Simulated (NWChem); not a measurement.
System: CH₃FN₂Zn; SMILES [F][Zn]1[NH]C=[NH]->1

The following NWChem deck was run.

```
start job
memory heap 200 mb stack 900 mb global 1100 mb
geometry units angstroms noautoz
  Zn     0.001200    -0.498955     0.000000
  F     -0.001980    -2.243940     0.000000
  C     -0.001539     1.890804     0.000000
  N     -0.000495     1.168645    -1.109597
  N     -0.000495     1.168645     1.109597
  H     -0.003307     2.985753     0.000000
  H     -0.000856     1.648191    -1.999580
  H     -0.000856     1.648191     1.999580
end
basis spherical
  * library def2-svp
end
dft
  xc b3lyp
  iterations 150
  mulliken
end
task dft energy
```

Coordinates come from a B3LYP/6-31G* (spherical d) optimisation.

**Question.** Give the results of this calculation. (B3LYP/def2-SVP.) Quantities: energy (Ha); highest occupied level (eV); orbital gap (eV); dipole (D).

**Answer.** 
| Quantity | Value |
|---|---|
| energy (Ha) | -2028.30 |
| highest occupied level (eV) | -6.52 |
| orbital gap (eV) | 6.41 |
| dipole (D) | 4.89 |
